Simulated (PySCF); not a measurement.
SnHF, SMILES [F][SnH] (connectivity only; charge and spin as stated), neutral, multiplicity 1. Heavy atoms are numbered as in [SnH:1][F:3]. Hydrogens are named by the atom that carries them.

Geometry optimised at PBE0-D3(BJ)/def2-TZVP. The def2 effective core potentials stand for the cores of Sn; spin–orbit coupling is left out.

All values below come from HF/def2-TZVPD (PySCF).

Mulliken values depend strongly on the basis, most of all with diffuse functions as here. ESP charges are fitted to the potential on shells at 1.4 to 2.0 van der Waals radii. Atomic charges (e), one atom of each kind:

| atom | Mulliken | ESP fit |
|---|---|---|
| Sn1 (SnH) | 0.70 | ? |
| H on Sn1 | -0.08 | ? |
| F3 | -0.62 | ? |

Complete the blanks. (An estimate is asked for; the answer gives what the named calculation found.)


- Sn1 (SnH), ESP fit: 0.46
- H on Sn1, ESP fit: -0.10
- F3, ESP fit: -0.35
